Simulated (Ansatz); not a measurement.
Born–Oppenheimer molecular dynamics of CH₇FOSi₂ (12 atoms, charge 0, multiplicity 1). It starts from a relaxed structure.

The calculation used RKS PBE-D4/STO-3G (Ansatz 0.2.0).

| Item | Value |
| --- | --- |
| ensemble | NVE (velocity Verlet) |
| time step | 1 fs |
| steps asked | 150 |
| starting velocities drawn for | 100 K |
| seed | 625186 |

Frames 1 fs apart, positions in Å, forces in eV/Å.

Velocities at 70.0 fs (Å/ps):

```
F -0.75 1.81 0.61
Si -0.92 -0.36 0.47
O 0.77 -0.64 -0.51
C 2.19 -0.03 1.14
Si -0.62 -1.07 -0.68
H -3.28 -8.83 -12.00
H 6.78 3.03 -0.61
H 8.19 -1.50 -0.39
H 1.62 1.42 -1.04
H -3.10 4.52 -2.45
H 1.20 8.32 -0.19
H 7.22 9.29 5.35
```

```xyz
12
Properties=species:S:1:pos:R:3:forces:R:3 time_fs=70.0 energy_less_start_eV=0.084 T=36
F -2.526 0.184 0.973 0.04 -0.13 -0.02
Si -1.009 0.574 1.505 -0.48 -0.21 0.77
O 0.099 -0.717 1.212 -0.11 -0.30 -0.28
C 0.061 -0.994 -0.253 -0.71 -0.76 0.11
Si 1.135 0.146 -1.307 0.30 0.77 -0.67
H -1.007 0.753 2.965 0.08 0.05 -0.23
H -0.620 1.766 0.795 0.24 0.63 -0.23
H 0.424 -2.051 -0.386 -0.08 0.34 0.13
H -1.005 -0.998 -0.664 0.71 -0.02 0.26
H 0.347 1.271 -1.815 0.16 -0.06 0.26
H 2.310 0.628 -0.584 -0.22 -0.01 0.05
H 1.611 -0.537 -2.488 0.08 -0.30 -0.15
12
Properties=species:S:1:pos:R:3:forces:R:3 time_fs=71.0 energy_less_start_eV=0.082 T=38
F -2.527 0.186 0.974 0.03 -0.13 -0.04
Si -1.010 0.573 1.505 -0.36 -0.11 0.35
O 0.100 -0.717 1.211 -0.14 -0.27 -0.23
C 0.063 -0.995 -0.252 -0.61 -0.80 0.08
Si 1.134 0.145 -1.308 0.31 1.04 -0.53
H -1.010 0.745 2.952 0.08 0.10 0.11
H -0.612 1.772 0.793 0.17 0.45 -0.12
H 0.432 -2.051 -0.386 -0.13 0.38 0.14
H -1.000 -0.996 -0.664 0.63 -0.06 0.24
H 0.345 1.276 -1.816 0.21 -0.16 0.28
H 2.310 0.636 -0.584 -0.30 -0.06 0.01
H 1.619 -0.529 -2.483 0.11 -0.39 -0.28
12
Properties=species:S:1:pos:R:3:forces:R:3 time_fs=72.0 energy_less_start_eV=0.076 T=42
F -2.527 0.188 0.974 0.01 -0.12 -0.06
Si -1.011 0.573 1.506 -0.20 0.07 -0.12
O 0.101 -0.718 1.210 -0.17 -0.22 -0.17
C 0.064 -0.996 -0.251 -0.34 -0.71 0.12
Si 1.134 0.144 -1.308 0.34 1.15 -0.46
H -1.012 0.737 2.940 0.08 0.15 0.44
H -0.602 1.782 0.791 0.06 0.19 0.04
H 0.439 -2.047 -0.384 -0.13 0.29 0.12
H -0.989 -0.995 -0.661 0.35 -0.09 0.14
H 0.344 1.278 -1.814 0.22 -0.21 0.28
H 2.307 0.644 -0.584 -0.33 -0.08 0.00
H 1.627 -0.525 -2.481 0.11 -0.41 -0.31
12
Properties=species:S:1:pos:R:3:forces:R:3 time_fs=73.0 energy_less_start_eV=0.074 T=44
F -2.528 0.189 0.975 0.00 -0.12 -0.08
Si -1.012 0.572 1.507 -0.03 0.28 -0.50
O 0.101 -0.719 1.210 -0.21 -0.17 -0.09
C 0.066 -0.997 -0.249 0.03 -0.49 0.20
Si 1.134 0.144 -1.310 0.38 1.09 -0.47
H -1.013 0.731 2.932 0.08 0.18 0.67
H -0.592 1.794 0.788 -0.05 -0.09 0.19
H 0.444 -2.041 -0.382 -0.08 0.08 0.09
H -0.975 -0.996 -0.657 -0.07 -0.11 -0.02
H 0.346 1.279 -1.810 0.18 -0.19 0.23
H 2.301 0.651 -0.584 -0.29 -0.09 0.02
H 1.637 -0.525 -2.482 0.06 -0.37 -0.25
12
Properties=species:S:1:pos:R:3:forces:R:3 time_fs=74.0 energy_less_start_eV=0.076 T=42
F -2.529 0.191 0.975 -0.02 -0.11 -0.10
Si -1.013 0.572 1.507 0.13 0.46 -0.68
O 0.102 -0.720 1.209 -0.25 -0.11 0.00
C 0.067 -0.999 -0.248 0.38 -0.22 0.28
Si 1.133 0.144 -1.311 0.45 0.89 -0.55
H -1.014 0.727 2.931 0.07 0.19 0.74
H -0.583 1.806 0.787 -0.15 -0.32 0.32
H 0.449 -2.034 -0.378 0.00 -0.18 0.05
H -0.961 -0.997 -0.654 -0.49 -0.13 -0.18
H 0.350 1.278 -1.804 0.10 -0.11 0.16
H 2.292 0.657 -0.584 -0.21 -0.07 0.06
H 1.647 -0.529 -2.485 -0.01 -0.27 -0.11
12
Properties=species:S:1:pos:R:3:forces:R:3 time_fs=75.0 energy_less_start_eV=0.079 T=41
F -2.530 0.192 0.976 -0.03 -0.11 -0.11
Si -1.014 0.572 1.508 0.26 0.58 -0.61
O 0.102 -0.722 1.208 -0.29 -0.05 0.09
C 0.068 -1.001 -0.246 0.58 0.02 0.30
Si 1.133 0.145 -1.312 0.51 0.60 -0.64
H -1.014 0.724 2.936 0.07 0.17 0.61
H -0.574 1.814 0.790 -0.22 -0.46 0.38
H 0.453 -2.028 -0.374 0.07 -0.41 0.01
H -0.952 -0.999 -0.652 -0.74 -0.15 -0.27
H 0.354 1.275 -1.796 -0.01 0.01 0.06
H 2.282 0.662 -0.583 -0.09 -0.04 0.12
H 1.657 -0.534 -2.490 -0.10 -0.15 0.06
12
Properties=species:S:1:pos:R:3:forces:R:3 time_fs=76.0 energy_less_start_eV=0.074 T=44
F -2.530 0.194 0.976 -0.04 -0.11 -0.12
Si -1.016 0.572 1.508 0.35 0.62 -0.33
O 0.102 -0.723 1.207 -0.32 0.00 0.17
C 0.070 -1.003 -0.244 0.53 0.13 0.20
Si 1.133 0.145 -1.314 0.56 0.29 -0.72
H -1.013 0.723 2.948 0.06 0.13 0.33
H -0.568 1.818 0.796 -0.25 -0.50 0.39
H 0.459 -2.026 -0.370 0.10 -0.50 -0.01
H -0.950 -1.003 -0.652 -0.71 -0.17 -0.26
H 0.358 1.273 -1.787 -0.13 0.14 -0.04
H 2.270 0.667 -0.581 0.04 -0.01 0.18
H 1.666 -0.542 -2.494 -0.18 -0.02 0.22
12
Properties=species:S:1:pos:R:3:forces:R:3 time_fs=77.0 energy_less_start_eV=0.064 T=51
F -2.531 0.195 0.977 -0.05 -0.10 -0.13
Si -1.016 0.572 1.508 0.40 0.57 0.08
O 0.102 -0.724 1.206 -0.35 0.05 0.24
C 0.072 -1.005 -0.242 0.28 0.08 -0.01
Si 1.134 0.146 -1.316 0.58 0.03 -0.75
H -1.012 0.723 2.962 0.04 0.09 -0.02
H -0.565 1.817 0.806 -0.24 -0.44 0.33
H 0.465 -2.030 -0.365 0.07 -0.43 -0.01
H -0.955 -1.008 -0.656 -0.41 -0.18 -0.14
H 0.361 1.272 -1.779 -0.22 0.24 -0.13
H 2.259 0.672 -0.577 0.15 0.02 0.22
H 1.674 -0.549 -2.496 -0.24 0.08 0.33
12
Properties=species:S:1:pos:R:3:forces:R:3 time_fs=78.0 energy_less_start_eV=0.057 T=57
F -2.532 0.197 0.977 -0.06 -0.10 -0.13
Si -1.017 0.573 1.508 0.40 0.42 0.51
O 0.101 -0.725 1.206 -0.38 0.09 0.28
C 0.075 -1.007 -0.240 -0.05 -0.11 -0.27
Si 1.134 0.147 -1.318 0.56 -0.11 -0.69
H -1.010 0.724 2.977 0.03 0.04 -0.34
H -0.564 1.811 0.819 -0.20 -0.28 0.21
H 0.472 -2.037 -0.361 -0.01 -0.21 0.00
H -0.964 -1.015 -0.660 0.01 -0.18 0.03
H 0.362 1.274 -1.772 -0.26 0.27 -0.19
H 2.250 0.677 -0.571 0.22 0.02 0.23
H 1.679 -0.556 -2.494 -0.26 0.14 0.36
12
Properties=species:S:1:pos:R:3:forces:R:3 time_fs=79.0 energy_less_start_eV=0.058 T=56
F -2.533 0.198 0.977 -0.05 -0.09 -0.13
Si -1.018 0.573 1.508 0.35 0.18 0.89
O 0.101 -0.726 1.205 -0.40 0.12 0.32
C 0.078 -1.009 -0.238 -0.33 -0.35 -0.51
Si 1.135 0.148 -1.321 0.49 -0.10 -0.54
H -1.008 0.726 2.988 0.02 0.00 -0.58
H -0.564 1.803 0.834 -0.12 -0.04 0.06
H 0.478 -2.046 -0.357 -0.11 0.05 0.02
H -0.972 -1.024 -0.664 0.40 -0.17 0.18
H 0.361 1.278 -1.768 -0.24 0.23 -0.21
H 2.242 0.682 -0.563 0.23 0.01 0.19
H 1.681 -0.562 -2.490 -0.24 0.15 0.31
12
Properties=species:S:1:pos:R:3:forces:R:3 time_fs=80.0 energy_less_start_eV=0.062 T=53
F -2.534 0.199 0.977 -0.04 -0.08 -0.13
Si -1.019 0.574 1.508 0.28 -0.09 1.15
O 0.100 -0.727 1.205 -0.41 0.15 0.34
C 0.080 -1.012 -0.237 -0.48 -0.56 -0.67
Si 1.136 0.149 -1.323 0.37 0.04 -0.31
H -1.005 0.728 2.993 0.00 -0.02 -0.68
H -0.566 1.795 0.849 -0.02 0.23 -0.11
H 0.484 -2.055 -0.353 -0.17 0.28 0.03
H -0.977 -1.035 -0.667 0.63 -0.14 0.28
H 0.357 1.284 -1.764 -0.17 0.11 -0.20
H 2.237 0.688 -0.553 0.18 -0.03 0.12
H 1.682 -0.566 -2.482 -0.18 0.12 0.18
12
Properties=species:S:1:pos:R:3:forces:R:3 time_fs=81.0 energy_less_start_eV=0.063 T=53
F -2.534 0.201 0.977 -0.03 -0.08 -0.12
Si -1.019 0.574 1.509 0.21 -0.35 1.24
O 0.099 -0.728 1.205 -0.42 0.17 0.35
C 0.082 -1.014 -0.236 -0.47 -0.66 -0.72
Si 1.137 0.149 -1.326 0.23 0.26 -0.02
H -1.003 0.729 2.992 -0.01 -0.03 -0.65
H -0.568 1.789 0.864 0.06 0.47 -0.26
H 0.488 -2.061 -0.349 -0.18 0.40 0.03
H -0.976 -1.046 -0.667 0.66 -0.11 0.29
H 0.352 1.291 -1.763 -0.07 -0.04 -0.17
H 2.233 0.693 -0.542 0.10 -0.09 0.02
H 1.680 -0.569 -2.473 -0.09 0.05 0.01
```

Of the whole run (150 fs, mean temperature of the second half 52 K): The conserved energy stayed within 0.24 meV per atom of its start (net change 0.12 meV per atom), so the integration is sound. The temperature averaged 0.52 of the 100 K drawn at the start: a run that starts near a minimum puts about half its kinetic energy into the potential. A run of 0.15 ps of so small a system gives no equilibrium averages. Limits of this set-up: minimal basis.

The run took 7.3 min on 1 CPU thread of a shared host.
